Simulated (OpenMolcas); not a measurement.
O VI: effect of the active space

- Program: OpenMolcas 26.06
- Method: CASSCF
- Basis: ANO-RCC-VQZP
- Scalar Hamiltonian: DKH2, point nucleus
- Spin-orbit coupling: RASSI with atomic mean-field integrals over the reference wave functions, term energies averaged over their components

A. 1 electron in 4 orbitals (2s 2p); 2S+1 = 2 even, 1 root; 2S+1 = 2 odd, 3 roots; cost about 10 core-seconds
B. 1 electron in 8 orbitals (2s 2p 3s 3p); 2S+1 = 2 even, 1 root; 2S+1 = 2 odd, 3 roots; cost roughly 8 core-seconds

Energies in cm-1 above 2s 2S 1/2, the measured ground level; measured values from Moore, Selected Tables of Atomic Spectra, NSRDS-NBS 3, section 8.

| Level | A | B | Measured |
| --- | --- | --- | --- |
| 2s 2S 1/2 | 0.0 | 0.0 | 0.0 |
| 2p 2P* 1/2 | 97303 | 97303 | 96375 |
| 2p 2P* 3/2 | 97817 | 97817 | 96908 |

Deviations, from unrounded energies. A percentage is the sum of absolute deviations over the sum of measured energies, with the sign that they share, or ± where signs differ.

```
           Against measurement  Levels     A     B
mean absolute deviation (cm-1)       2   920   920
      other configurations (%)       2  +1.0  +1.0
```

A, B lie about equally close to measurement. The largest miss of A in the table is 2p 2P* 1/2, by +930 cm-1. The ranking rests on the paired levels alone, and a cruder setting can come out closer through cancelling errors.

Between A and B no level of the table moves by more than 5 cm-1.

With one active electron the reference holds no correlation, so core polarisation is missing. With one active electron outside closed inactive shells, the extra shells (3p 3s) add no correlation to the reference (holds for B). Computed and measured levels are paired by configuration, term and J; levels that our copy of the source lacks, or whose pairing is in doubt (as where it misses far off the trend of its configuration), stay unpaired and out of the deviations. Only configurations of the active space appear.

* marks odd parity.
